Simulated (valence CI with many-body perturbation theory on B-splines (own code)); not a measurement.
The numbers below are computed, except where a source is named.
**Basis-set convergence for Pb⁷⁶⁺**

Level of theory: relativistic CI+MBPT: four valence electrons over a frozen Dirac-Fock core [He], radial functions for each j: 9 s, 9 p, 8 d, 6 f, 3 g, 1 h, with the one-electron correlation potential Σ1 (screened to all orders), the two-electron term Σ2, the three-electron term Σ3, Breit, model QED; selected single and double excitations, second order for the rest, scaled by the run's own slope (own B-spline code, finite nucleus).

The last digits are not significant, and no measured levels were compared; by estimate large intervals hold to a few tenths of a per cent, small ones and those within an open d or f shell to about a per cent.

The reference run has the lowest level (2s^2 2p1/2^2) J=0 and an ionisation energy of 23463.7 eV. Its largest variational space holds 20000 state functions.

Levels are named by their leading jj configuration (3d3/2^4 stands for four electrons in 3d with j = 3/2), which in mixed levels can hold well under half, so a name can repeat and another be missing. Letters in brackets count levels of one name in rising energy.

Changed runs:
A. basis 6 s, 6 p, 5 d, 3 f, 1 g
B. basis 5 s, 5 p, 4 d, 2 f

Excitation energies of the reference run in eV, and shifts in cm⁻¹:

```csv
Level,Reference,A,B
(2s^2 2p1/2 2p3/2) J=1,2285.3,+216,-44
(2s^2 2p1/2 2p3/2) J=2,2303.3,+401,+384
(2s 2p1/2^2 2p3/2) J=2,2645.2,+88,-395
(2s 2p1/2^2 2p3/2) J=1,2746.4,+144,-16
(2s^2 2p3/2^2) J=2,4621.2,+442,+162
(2s^2 2p3/2^2) J=0,4694.5,+337,+267
(2s 2p1/2 2p3/2^2) J=2 [a],4898.6,+123,-702
(2s 2p1/2 2p3/2^2) J=3,4944.8,+523,+92
(2s 2p1/2 2p3/2^2) J=0,5021.6,+61,-348
(2s 2p1/2 2p3/2^2) J=1 [a],5047.6,+361,-11
(2s 2p1/2 2p3/2^2) J=2 [b],5055.3,+502,+380
(2s 2p1/2 2p3/2^2) J=1 [b],5060.8,+328,+62
Ionisation energy (eV),23463.7,+0.043,-0.051
```
